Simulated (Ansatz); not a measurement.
Cost and result for the atomization energy of Cl2GeH4OSSi, SMILES `O[SiH](Cl)[S][GeH2][Cl]` (10 atoms, 9 bonds).

```json
{"atom": "O1", "x (Å)": "2.4916", "y (Å)": "0.9254", "z (Å)": "1.0075"}
{"atom": "Si2", "x (Å)": "0.9159", "y (Å)": "0.7922", "z (Å)": "0.6246"}
{"atom": "Cl3", "x (Å)": "0.4694", "y (Å)": "1.8586", "z (Å)": "-1.0739"}
{"atom": "S4", "x (Å)": "0.4961", "y (Å)": "-1.2721", "z (Å)": "0.3173"}
{"atom": "Ge5", "x (Å)": "-1.4715", "y (Å)": "-1.1698", "z (Å)": "-0.6958"}
{"atom": "Cl6", "x (Å)": "-2.8146", "y (Å)": "0.0555", "z (Å)": "0.4569"}
{"atom": "H7", "x (Å)": "3.1430", "y (Å)": "0.5670", "z (Å)": "0.4014"}
{"atom": "H8", "x (Å)": "0.1568", "y (Å)": "1.3774", "z (Å)": "1.7376"}
{"atom": "H9", "x (Å)": "-1.3684", "y (Å)": "-0.5342", "z (Å)": "-2.0822"}
{"atom": "H10", "x (Å)": "-2.0182", "y (Å)": "-2.6000", "z (Å)": "-0.6935"}
```

Total charge 0; spin multiplicity 1. Correlated methods include outer-core shells of Ge, which these sets cover unevenly. Scalar relativity is left out up to krypton. Geometry: relaxed with PBE0-D4/def2-TZVP. It is one conformer, not always the lowest. Program: Ansatz. All runs use 2 threads of an AMD EPYC 7R13 on a shared host and a share of an NVIDIA H100 80 GB. Times are those of one run each, without the atoms' runs, and a repeat can differ threefold. Electronic energies, without spin–orbit coupling; frozen cores. CCSD(T)/CBS adds CCSD(T) − MP2 in def2-TZVPP to the MP2 limit, and its time is that of the two runs behind it. T1 = 0.011. With those shells the extrapolation isn't a true limit. B3LYP takes the VWN-RPA correlation (the form of Gaussian; ORCA's B3LYP/G).

CCSD(T)/CBS is a level of theory with its own doubt, some kJ/mol a heavy atom from the limit and from the frozen cores, so smaller differences don't rank the functionals.

```csv
level,functions,wall time
B2PLYP/def2-TZVPP,303,2.9 s
PBE-D4/def2-TZVPP (with forces),303,3.6 s
r2SCAN-D4/def2-TZVPP (with forces),303,3.9 s
ωB97M-V/def2-TZVPP (with forces),303,4.1 s
ωB97X-V/def2-TZVPP,303,4.2 s
MP2/def2-QZVPP,546,4.8 s
PBE0-D4/def2-TZVPP,303,5 s
B3LYP-D4/def2-TZVPP (with forces),303,5 s
CCSD(T)/def2-TZVPP,303,7 s
CCSD(T)/CBS(def2),–,12 s
```

(1) What atomization energy does each give, and how far from CCSD(T)/CBS? (Estimate.)

## Answers

(1) Computed: 
```csv
level,atomization (kJ/mol),difference from CCSD(T)/CBS,per bond
B2PLYP/def2-TZVPP,3159.2,-91.0,-10.1
PBE-D4/def2-TZVPP (with forces),3255.6,5.4,0.6
r2SCAN-D4/def2-TZVPP (with forces),3255.2,5.0,0.6
ωB97M-V/def2-TZVPP (with forces),3243.7,-6.5,-0.7
ωB97X-V/def2-TZVPP,3260.2,10.0,1.1
MP2/def2-QZVPP,3289.0,38.8,4.3
PBE0-D4/def2-TZVPP,3211.3,-38.9,-4.3
B3LYP-D4/def2-TZVPP (with forces),3187.1,-63.1,-7.0
CCSD(T)/def2-TZVPP,3144.3,-105.9,-11.8
CCSD(T)/CBS(def2),3250.2,0.0,0.0
```

From PBE to PBE0 (25 % exact exchange), in def2-TZVPP and without D4, the atomization energy moves by −39.0 kJ/mol: exact exchange takes away binding that semilocal exchange gives to molecules. In def2-TZVPP, CCSD(T) changes the Hartree–Fock value by +836.2 kJ/mol (the triples alone add +62.2 kJ/mol) and MP2 by +918.8 kJ/mol; breaking electron pairs costs correlation energy, which Hartree–Fock lacks. The D4 term adds +63.9 kJ/mol with B3LYP and +33.8 kJ/mol with PBE0; it sums over pairs of atoms, weighted by their polarisabilities, and B3LYP, whose exchange is more repulsive, gets the larger term.
